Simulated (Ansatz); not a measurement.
Stepwise reaction of `[OH][In]([OH])[OH]` with hydrogen fluoride, as a gas-phase model of exchange steps in deposition or etching. ΔE in kJ/mol; ΔG adds harmonic PBE0-D4 terms to CCSD(T)/CBS, at 1 bar.

Gas-phase electronic energies from Ansatz, PBE0-D4/def2-TZVP geometries. CCSD(T)/CBS adds triple-zeta CCSD(T) − MP2 to the extrapolated MP2 energy (def2 sets, frozen cores). This one scheme is used for every species. Functionals use def2-TZVPP. B3LYP here is the variant with VWN-RPA as its local correlation; programs differ in this. Elements past krypton have def2 core potentials. For In outer-core shells are correlated without core-valence functions, which leaves a few kJ/mol of doubt a bond. One conformer a species, not always the lowest.

| step | reaction | PBE-D4 | B3LYP-D4 | ωB97M-V | CCSD(T)/CBS | ΔG(600 K) |
| --- | --- | --- | --- | --- | --- | --- |
| 1 | `[OH][In]([OH])[OH]` + H–F → `[OH][In]([OH])[F]` + H₂O | -29.5 | -31.1 | -30.4 | -24.8 | -32.4 |
| 2 | `[OH][In]([OH])[F]` + H–F → `[OH][In]([F])[F]` + H₂O | -23.7 | -25.5 | -25.6 | -20.0 | -22.4 |

**Question.** Give the row of step 3, `[OH][In]([F])[F]` + H–F → `[F][In]([F])[F]` + H₂O. (Best estimate.)

**Answer.** Computed: 
```tsv
step	reaction	PBE-D4	B3LYP-D4	ωB97M-V	CCSD(T)/CBS	ΔG(600 K)
3	`[OH][In]([F])[F]` + H–F → `[F][In]([F])[F]` + H₂O	-17.6	-19.5	-20.4	-15.1	-8.7
```

**Question.** By hand: ΔE of the 3 steps together at CCSD(T)/CBS.

**Answer.** (-24.8) + (-20.0) + (-15.1) = -59.9 kJ/mol, or -20.0 kJ/mol a step.

In ΔE each step is higher than the one before. All are downhill at CCSD(T)/CBS. ΔG lies between -32.4 and -8.7 kJ/mol a step. PBE-D4 differs from CCSD(T)/CBS by -4.7 to -2.5 kJ/mol a step. Isolated molecules leave out the surface, adducts and barriers. Largest T1 diagnostic: 0.018.
